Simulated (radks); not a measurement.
Values are calculated unless marked as measured or tabulated.
Species: the carbon ion C+. Configuration: [He] 2p1 3d2 (not the ground configuration).

Code: a radial shooting solver on a logarithmic mesh with Libxc functionals. Model: non-relativistic Kohn-Sham, SCAN, spin-polarised, spherical densities, point nucleus; open shells are filled with parallel spins first; meta-GGA in the generalised Kohn-Sham scheme.

Energy parts (Ry):
total: -70.55208
kinetic: 70.39437
electron-nucleus: -156.01542
Hartree: 23.55016
exchange-correlation: -8.48120

Orbitals (lengths in bohr, moments of r in powers of bohr):
| orbital | occ. | eigenvalue (Ry) | <1/r> |
|---|---|---|---|
| 1s up | 1 | -23.37298 | 5.660 |
| 1s down | 1 | -23.30096 | 5.679 |
| 2p up | 1 | -2.36421 | 1.025 |
| 3d up | 2 | -0.43162 | 0.3186 |

The highest occupied level is 3d up at -5.872 eV. Summed over all electrons, <r^2> = 35.60 bohr^2, which gives a Langevin (diamagnetic) susceptibility term of -28.2 x 10^-6 cm^3/mol. Spin moment in Bohr magnetons: 3. The electron density at the nucleus is 122.7 e/bohr^3.
